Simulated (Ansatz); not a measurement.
Reaction (hydrogenolysis of the In–C bond): `[CH3][In]([Cl])[I]` + H₂ → `[Cl][InH][I]` + CH₄

Gas-phase electronic energies from Ansatz, PBE0-D4/def2-TZVP geometries. CCSD(T)/CBS adds triple-zeta CCSD(T) − MP2 to the extrapolated MP2 energy (def2 sets, frozen cores). This one scheme is used for every species. DFT in def2-TZVPP. B3LYP here is the variant with VWN-RPA as its local correlation; programs differ in this. Elements past krypton have def2 core potentials. For I, In outer-core shells are correlated without core-valence functions, which leaves a few kJ/mol of doubt a bond.

| level | ΔE (kJ/mol) | difference from CCSD(T)/CBS |
| --- | --- | --- |
| revPBE-D4 | -29.5 | -0.9 |
| B97M-V | -49.9 | -21.3 |
| PBE0-D4 | -36.2 | -7.6 |
| r2SCANh-D4 | -35.6 | -7.0 |
| ωB97X-V | -37.8 | -9.2 |
| PBE0 | -40.1 | -11.5 |
| B3LYP | -42.5 | -13.9 |
| LC-ωPBE | -42.6 | -14.0 |
| MP2/def2-QZVPP | -19.9 | 8.7 |
| SCS-MP2/def2-QZVPP | -27.3 | 1.3 |
| CCSD(T)/CBS | -28.6 | 0 |

Largest T1 diagnostic among the species: 0.012.

The D4 term adds +6.6 kJ/mol with B3LYP and +3.8 kJ/mol with PBE0; it sums over pairs of atoms, weighted by their polarisabilities, and B3LYP, whose exchange is more repulsive, gets the larger term. From BLYP to BHLYP (50 % exact exchange), in def2-TZVPP and without D4, ΔE moves by −8.9 kJ/mol.
